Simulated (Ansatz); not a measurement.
Saddle point of CH₉AsGe, singlet (CH₆Ge ([CH3][GeH3]) + AsH₃ → CH₇AsGe ([CH3][GeH2][AsH2]) + H₂; bonds formed: Ge1–As7, H2–H6; bonds broken: Ge1–H2, H6–As7), PBE0-D4/def2-TZVP structure:

Ge1  (-0.562, -0.067, 0.644)
H2  (1.240, 0.058, 0.180)
H3  (-1.821, -0.824, 0.174)
H4  (-0.361, -0.312, 2.151)
C5  (-0.855, 1.828, 0.224)
H6  (1.950, -0.588, -0.077)
As7  (1.091, -2.072, -0.541)
H8  (-0.857, 1.973, -0.857)
H9  (-1.822, 2.145, 0.620)
H10  (-0.065, 2.441, 0.659)
H11  (0.828, -1.218, -1.769)
H12  (1.233, -3.365, -1.408)
(Å)

Energies are electronic, without zero-point energy. Barriers and step energies count from the start structure reached by relaxing down the imaginary mode; all methods use the PBE0-D4 structures, on which another method's saddle can fall below an end. Computed with Ansatz 0.2.0 (basis: def2-TZVPP, with def2-QZVPP for the basis limit); correlated methods freeze the cores. Filled d shells of the heavier atoms are correlated. The def2 sets are not built for correlating such inner shells, so the correlated values are less sure here. B3LYP uses VWN-RPA correlation. Extrapolation: Hartree–Fock as exp(−7.88 √X), correlation as X^−2.97.

```tsv
method	barrier (kJ/mol)	step energy (kJ/mol)
SPW92	174.8	-14.3
PBE-D4	194.6	-22.9
BLYP-D4	208.4	-20.4
r2SCAN-D4	219.1	-19.3
B97M-V	?	-2.5
PBE0-D4	223.8	-19.7
B3LYP-D4	231.8	-17.0
r2SCAN0-D4	238.7	-17.9
BHLYP-D4	?	-12.9
CAM-B3LYP-D4	256.1	-9.0
wB97X-V	264.1	-12.3
wB97M-V	?	-14.3
B2PLYP	246.6	-14.3
PBE-QIDH	248.9	-18.0
RPA on PBE	255.1	-11.3
HF	342.7	3.2
MP2	247.7	-24.0
CCSD	270.9	-10.8
CCSD(T)	253.7	-14.9
```

(1) Fill in the withheld barriers. (An estimate is asked for; the value comes from the calculation.)

No T1 diagnostic of these runs exceeds 0.012.

Answers

(1) Computed: wB97M-V 253.3; B97M-V 234.5; BHLYP-D4 266.8 kJ/mol. Each is the energy of the saddle less that of the start structure, by the same method.

For comparison, the barrier by CCSD(T) at an estimated basis limit (MP2 extrapolated from triple and quadruple zeta, plus CCSD(T) − MP2 in triple zeta) is 247.3 kJ/mol.

Labels in which every atom is bracketed show which atoms are joined, not bond orders.

For scale, one of the runs: CCSD(T)/def2-TZVPP, 253 basis functions, launched by `ansatz run in.yaml --threads 8 --pin off --events-out ev --progress --plain --max-ram 19148MiB`. Hardware: 8 CPU threads of an Arm Neoverse V2, shared host. Wall time 2.5 min; peak host memory 5.6 GiB.
